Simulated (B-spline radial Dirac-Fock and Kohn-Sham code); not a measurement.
**K-line shifts caused by a second vacancy in Eu¹⁵⁺**

System: europium as Eu¹⁵⁺ in the configuration [Kr] 4d10 4f2.

Method: Dirac-Fock (average of configuration) total-energy differences with a finite nucleus, the Breit interaction including its frequency dependence, and self-energy and vacuum-polarisation corrections. Computed with a radial finite-basis atomic code. Each two-hole energy is an average over J within one jj subconfiguration, not an observable level; in light atoms, where LS coupling holds, the j-resolved values are not observed lines, and for a K spectator the Kα1 hypersatellite is nearly forbidden. No correlation.

Lines without a spectator: Kα2 (K-L2) 40900.2 eV, Kα1 (K-L3) 41540.5 eV, Kβ3 (K-M2) 46900.0 eV, Kβ1 (K-M3) 47032.9 eV. Shifts in eV with one spectator hole (a dash: not computed, or left out as unreliable):

```
spectator hole     Kα2     Kα1      Kβ3      Kβ1
        K (1s)  +779.0  +820.2  +1002.9  +1012.3
    L2 (2p1/2)   +93.2  +121.4        –   +244.2
    L3 (2p3/2)   +80.2   +84.0   +199.9        –
    M2 (3p1/2)       –  +17.22    +36.4    +43.3
    M3 (3p3/2)  +10.94       –    +33.9    +33.8
    M4 (3d3/2)   +3.26   -0.07        –        –
    M5 (3d5/2)   -1.19   +1.82        –        –
```
